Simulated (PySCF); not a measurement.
H5NO2Sn, SMILES [SnH]([OH])([NH2])[OH]. Atoms are numbered in the order given.

```xyz
9

Sn     0.0435     0.0165     0.2511
N     -1.5272    -1.1665    -0.2809
O     -0.3994     1.7407    -0.6478
O      1.7031    -0.6916    -0.5908
H      0.4161     0.1835     1.9160
H     -1.9820    -1.6379     0.5007
H     -2.2348    -0.6225    -0.7770
H      0.3968     2.2134    -0.9290
H      1.4880    -1.1883    -1.3937
```
Charge 0, spin multiplicity 1.

Geometry: B3LYP-D3(BJ)/def2-SVP. The structure was generated by enumeration; whether it is a known compound was not checked. The def2 effective core potentials stand for the cores of Sn; spin–orbit coupling is left out. One conformer was computed; it need not be the lowest.

Level of theory: r2SCAN/def2-TZVP (PySCF).

ESP charges are fitted to the potential on shells at 1.4 to 2.0 van der Waals radii. Atomic charges (e):

```json
[
 {"atom": "Sn1", "Löwdin": "0.56", "ESP fit": "1.01"},
 {"atom": "N2", "Löwdin": "-0.42", "ESP fit": "-0.94"},
 {"atom": "O3", "Löwdin": "-0.35", "ESP fit": "-0.76"},
 {"atom": "O4", "Löwdin": "-0.35", "ESP fit": "-0.74"},
 {"atom": "H5", "Löwdin": "-0.06", "ESP fit": "-0.11"},
 {"atom": "H6", "Löwdin": "0.15", "ESP fit": "0.34"},
 {"atom": "H7", "Löwdin": "0.16", "ESP fit": "0.37"},
 {"atom": "H8", "Löwdin": "0.16", "ESP fit": "0.41"},
 {"atom": "H9", "Löwdin": "0.16", "ESP fit": "0.41"}
]
```
